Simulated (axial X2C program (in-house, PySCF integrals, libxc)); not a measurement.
# Potential curves of InN⁺, with spin–orbit coupling

All values were computed with an in-house relativistic program for diatomic molecules. Two-component (2c) means X2C with spin–orbit coupling and atomic mean-field two-electron Coulomb and Gaunt terms. Basis: In dyall-v3z [11s12p9d1f], N dyall-v3z [6s6p2d1f] (cores contracted in-house); Gaussian nuclei, density fitting, unrestricted open shells. Masses: In 114.904 u, N 14.003 u.

State: Ω = 3/2 (⟨Sz⟩ = 1.50, ⟨Lz⟩ = 0.00 at HF). Energies in eV from the fragments at the same level (In+ + N). Fits are polynomials in 1 − R0/R over 0.85 to 1.23 times the lowest point R0.

```csv
R (Å),MP2,r2SCAN0,PBE0
2.4882,0.0721,-0.0631,-0.0693
2.6026,0.0077,-0.0954,-0.0993
2.6884,-0.0240,-0.1080,-0.1111
2.7742,-0.0453,-0.1137,-0.1166
2.8600,-0.0589,-0.1146,-0.1175
2.9601,-0.0678,-0.1115,-0.1145
3.0602,-0.0714,-0.1054,-0.1088
3.1889,-0.0710,-0.0953,-0.0991
3.3462,-0.0662,-0.0816,-0.0859
3.5750,-0.0558,-0.0627,-0.0675
```

Correlated methods: 17 electrons correlated (number of frozen shells: In 4 s, 3 p, 1 d; N 1 s), 169 virtual spin orbitals or spinors in MP2.

The state is one determinant whose occupation by symmetry is held fixed; it was picked as the lowest of a PBE0 search that is not exhaustive. Dissociation energies refer to the lowest single-determinant-based atoms at the same level and basis. Density functionals use the spin component along the axis (collinear). With several unpaired electrons one determinant need not be a pure state. This is the top spin component of a Σ state; components of lower Ω are not single determinants and can lie lower. MP2 and coupled cluster on one determinant become unreliable at the stretched end.

Question: What are Re, ωe and De at the MP2 level?

Answer: At MP2, 2c: Re = 3.110 Å, ωe ≈ 78.4 cm⁻¹, De = 0.07 eV to In+ + N; Be follows as 0.14 cm⁻¹.

Question: Fit the r2SCAN0 curve near its minimum: give the equilibrium distance, the harmonic wavenumber and the well depth.

Answer: At r2SCAN0, 2c: Re = 2.835 Å, ωe ≈ 106 cm⁻¹, De = 0.11 eV to In+ + N; Be follows as 0.168 cm⁻¹.

Question: Fit the PBE0 curve near its minimum: give the equilibrium distance, the harmonic wavenumber and the well depth.

Answer: At PBE0, 2c: Re = 2.837 Å, ωe ≈ 102 cm⁻¹, De = 0.12 eV to In+ + N; Be follows as 0.168 cm⁻¹.
